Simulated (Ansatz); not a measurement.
Reaction (ligand exchange at a V–Cl bond): `[CH3][V](=[O])([Cl])[Cl]` + H–F → `[CH3][V](=[O])([F])[Cl]` + HCl

Gas-phase electronic energies from Ansatz, PBE0-D4/def2-TZVP geometries. CCSD(T)/CBS is the MP2 limit (def2-TZVPP, def2-QZVPP) plus CCSD(T) − MP2 in def2-TZVPP, frozen cores. This one scheme is used for every species. DFT in def2-TZVPP. B3LYP here is the variant with VWN-RPA as its local correlation; programs differ in this. For V outer-core shells are correlated without core-valence functions, which leaves a few kJ/mol of doubt a bond. Scalar relativity is left out up to krypton.

```
             level  ΔE (kJ/mol)
             B3LYP        -15.0
           r2SCAN0         -6.9
         CAM-B3LYP        -20.4
RPA@PBE/def2-TZVPP         -7.5
      MP2/def2-SVP          1.0
    MP2/def2-TZVPP         25.4
SCS-MP2/def2-TZVPP         13.8
     MP2/CBS(def2)         30.2
```

(1) What does CCSD(T)/CBS give? (Estimate.)

Largest T1 diagnostic among the species: 0.031, so the coupled-cluster value is less sure than usual.

Answers

(1) Computed: +3.0 kJ/mol. The listed levels differ from it by -18.0, -9.9, -23.4, -10.5, -2.0, 22.4, 10.8, 27.2 kJ/mol.

In def2-TZVPP, CCSD(T) changes the Hartree–Fock value by +14.2 kJ/mol (the triples alone add +4.4 kJ/mol) and MP2 by +41.4 kJ/mol. From PBE to PBE0 (25 % exact exchange), in def2-TZVPP and without D4, ΔE moves by +5.6 kJ/mol.
